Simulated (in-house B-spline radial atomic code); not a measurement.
The outermost shell (largest non-relativistic mean radius) with and without relativity; Dirac values are averaged over j. Computed with an all-electron radial atomic-structure program (B-spline basis): non-relativistic Hartree-Fock and Dirac-Hartree-Fock, averages of the configuration (point nuclei without relativity, finite nuclei with it).

```
 ion      configuration  outermost shell  radius non-relativistic (bohr)  radius Dirac (bohr)  radius change (%)  level non-relativistic (eV)  level Dirac (eV)  spin-orbit splitting (eV)
Se3+  [Ar] 3d10 4s2 4p1               4p                          1.9121               1.9035           -0.45137                      -41.930            -42.03                    0.54887
La3+  [Kr] 4d10 5s2 5p6               5p                          1.7874               1.7644            -1.2853                      -50.093           -50.526                     2.8276
Dy3+           [Xe] 4f9               5p                          1.5329               1.4897            -2.8222                      -58.563           -60.281                     5.4471
 W3+      [Xe] 4f14 5d3               5d                          1.7219               1.7522             1.7552                      -37.783           -36.609                    0.81743
```
